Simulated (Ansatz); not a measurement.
Geometry optimisation, RKS B3LYP/def2-SVP in Ansatz.

Input:

```yaml
crystal:
  periodic: [false, false, false]
  atoms:
    - { symbol: Al, position_ang: [-0.763043, 0.12217, -1.507594] }
    - { symbol: O, position_ang: [0.894002, 0.81126, -1.548857] }
    - { symbol: F, position_ang: [-1.04981, -1.463408, -1.882021] }
    - { symbol: F, position_ang: [-2.037705, 1.115179, -1.17409] }
    - { symbol: H, position_ang: [0.676436, 0.214524, 0.638634] }
    - { symbol: C, position_ang: [0.269349, -0.162644, 1.575834] }
    - { symbol: H, position_ang: [1.613273, 0.220193, -1.802203] }
    - { symbol: H, position_ang: [0.556078, 0.525701, 2.38299] }
    - { symbol: H, position_ang: [-0.831395, -0.218393, 1.538512] }
    - { symbol: H, position_ang: [0.672815, -1.164683, 1.778795] }
basis:
  gaussian: { orbitals: def2-SVP }
hamiltonian:
  xc: b3lyp
relax:
  f_tol: 0.03
  max_steps: 50
```

Launched with:

```bash
$ ansatz run input.yaml --threads 2 --pin off --max-ram 3072MiB --backend cpu --events-out ev --progress --plain --runs-dir out
```

Question: Where does it end, and by what steps?

Answer: The forces met the threshold. After 10 steps the energy has fallen by 0.256 eV; F3 moved furthest, 0.73 Å.

```csv
step,energy less start (eV),largest force component (eV/Å),accepted
0,0.0000,2.093,yes
1,-0.0920,1.472,yes
2,-0.1291,1.204,yes
3,-0.1681,1.055,yes
4,-0.1919,0.918,yes
5,-0.2229,0.620,yes
6,-0.2406,0.370,yes
7,-0.2528,0.272,yes
8,-0.2548,0.128,yes
9,-0.2552,0.068,yes
10,-0.2558,0.024,yes
```

```xyz
10
Properties=species:S:1:pos:R:3
Al -0.539 0.072 -1.148
O 0.822 0.878 -1.752
F -0.696 -1.578 -1.252
F -1.896 0.962 -0.796
H 0.886 0.120 0.647
C 0.140 -0.170 1.408
H 1.582 0.449 -2.154
H 0.441 0.335 2.337
H -0.875 0.189 1.169
H 0.136 -1.258 1.540
```

Whether the end is a true minimum wasn't checked by a vibrational analysis.

The run took 47 s on 2 threads of Arm Neoverse N1, with other jobs on the host, peak memory 0.2 GiB.
